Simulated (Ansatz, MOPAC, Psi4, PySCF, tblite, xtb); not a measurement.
Dimer C3H8 ··· CS2 (SMILES CCC and S=C=S) at R = 3.70 Å between the centres of mass, closest contact 2.95 Å (lowest of the rigid-body minima from ten starts at GFN2-xTB). Geometry in Å and degrees:

```
C
H 1 1.0941
H 1 1.0941 2 106.12
C 1 1.5265 2 109.44 3 -117.99
H 4 1.0916 1 111.60 2 57.87
H 4 1.0929 5 107.77 1 -122.14
H 4 1.0929 5 107.77 6 -115.74
C 1 1.5265 2 109.44 3 117.99
H 8 1.0916 1 111.60 2 -57.95
H 8 1.0929 9 107.77 1 -122.13
H 8 1.0929 9 107.77 10 -115.74
C 3 2.9482 1 124.51 2 -158.80
S 12 1.5527 3 86.51 1 111.25
S 12 1.5527 3 93.49 1 -68.75
```

Levels of theory: GFN2-xTB (tblite); SAPT0/jun-cc-pVDZ, frozen core (Psi4); B3LYP/def2-TZVP, counterpoise-corrected (Psi4); B3LYP-D3(BJ)/def2-TZVP, counterpoise-corrected (Psi4); PBE/def2-TZVP, counterpoise-corrected (Psi4); PBE-D3(BJ)/def2-TZVP, counterpoise-corrected (Psi4); RHF/aug-cc-pVDZ, counterpoise-corrected (Ansatz, a quantum-chemistry and plane-wave program); MP2/aug-cc-pVDZ = MP2 on RHF/aug-cc-pVDZ, frozen core, counterpoise-corrected (Ansatz); CCSD/aug-cc-pVDZ = CCSD on RHF/aug-cc-pVDZ, frozen core, counterpoise-corrected in Ansatz; CCSD(T)/aug-cc-pVDZ = CCSD(T) on RHF/aug-cc-pVDZ, frozen core, counterpoise-corrected in Ansatz; RHF/aug-cc-pVTZ, counterpoise-corrected (Ansatz); MP2/aug-cc-pVTZ = MP2 on RHF/aug-cc-pVTZ, frozen core, counterpoise-corrected run with Ansatz; PM3, restricted, heats of formation (MOPAC); PM6, restricted, heats of formation (MOPAC); GFN1-xTB (xtb); RKS-B3LYP/6-31G* = restricted B3LYP/6-31G*, spherical d, no counterpoise correction (PySCF); RKS-B3LYP/LANL2DZ = PySCF with restricted B3LYP/LANL2DZ, with its core potentials past Ne, no counterpoise correction; RHF/LANL2DZ = restricted Hartree-Fock/LANL2DZ, with its core potentials past Ne, no counterpoise correction in PySCF; RMP2/3-21G = restricted MP2 (frozen core)/3-21G, no counterpoise correction (PySCF 2.14.0).

Q: What interaction energy does each level give?

A: 
| method | E_int / kcal/mol |
|---|---|
| MP2/aug-cc-pVTZ | -2.68 |
| B3LYP-D3(BJ)/def2-TZVP | -2.29 |
| MP2/aug-cc-pVDZ | -2.21 |
| GFN2-xTB | -2.18 |
| PBE-D3(BJ)/def2-TZVP | -2.09 |
| GFN1-xTB | -1.90 |
| CCSD(T)/aug-cc-pVDZ | -1.58 |
| RMP2/3-21G | -1.44 |
| SAPT0/jun-cc-pVDZ | -1.19 |
| CCSD/aug-cc-pVDZ | -0.98 |
| PBE/def2-TZVP | 0.31 |
| PM6 | 0.46 |
| RKS-B3LYP/6-31G* | 1.05 |
| RKS-B3LYP/LANL2DZ | 1.23 |
| B3LYP/def2-TZVP | 1.54 |
| PM3 | 1.67 |
| RHF/LANL2DZ | 1.79 |
| RHF/aug-cc-pVDZ | 2.29 |
| RHF/aug-cc-pVTZ | 2.30 |
